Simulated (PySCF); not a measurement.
## `CC[C@@H]1C[C@@H]1CN`, C6H13N

Geometry:
```csv
atom,x (Å),y (Å),z (Å)
C1,2.645,0.587,0.795
C2,1.153,0.310,0.959
C3,0.675,-0.690,-0.069
C4,0.212,-0.231,-1.421
C5,-0.770,-0.830,-0.456
C6,-1.870,0.011,0.148
N7,-3.077,-0.152,-0.652
H8,2.854,0.944,-0.211
H9,3.223,-0.319,0.962
H10,2.975,1.341,1.506
H11,0.962,-0.079,1.963
H12,0.602,1.245,0.855
H13,1.243,-1.614,-0.045
H14,0.500,-0.792,-2.297
H15,0.158,0.835,-1.589
H16,-1.117,-1.834,-0.674
H17,-1.545,1.061,0.227
H18,-2.097,-0.347,1.158
H19,-2.902,0.153,-1.604
H20,-3.831,0.412,-0.277
```

Method: TDDFT B3LYP/def2-SVPD circular dichroism and optical rotation, one conformer, gas phase in PySCF. Geometry: GFN2-xTB.

The molecule is flexible and this is one conformer; a measurement averages over conformers. States above about 6.6 eV (minus the energy of the highest occupied orbital) lie near or above the ionisation threshold and depend on the basis.

Stereocentres: C3 R, C5 S.

Task: What is the specific rotation at 633, 589.3, 546, 436, 405, 365, 355 nm?

Result: [α] in deg dm⁻¹ (g/mL)⁻¹:
```csv
λ (nm),origin-invariant length gauge,modified velocity gauge,length gauge (centre of mass),isotropic polarisability (au)
633,-100.6,-102.9,-100.8,82.6
589.3,-119.0,-121.7,-119.2,82.9
546,-142.9,-146.1,-143.2,83.2
436,-255.6,-261.0,-256.1,84.6
405,-315.1,-321.6,-315.6,85.2
365,-433.2,-441.8,-433.8,86.3
355,-474.5,-483.8,-475.1,86.7
```

Task: And for the mirror image at 589.3 nm?

Result: +119.0 deg dm⁻¹ (g/mL)⁻¹ (origin-invariant length gauge): the same size and the opposite sign.

Task: What is the molar rotation [Φ] = [α]·M/100 of the geometry above at 589.3 nm?

Result: With M = 99.18 g/mol, -118.0 deg cm² dmol⁻¹ (origin-invariant length gauge).

The first excitation lies at 6.03 eV (206 nm) with R = -19.3 × 10⁻⁴⁰ esu² cm² (velocity form).
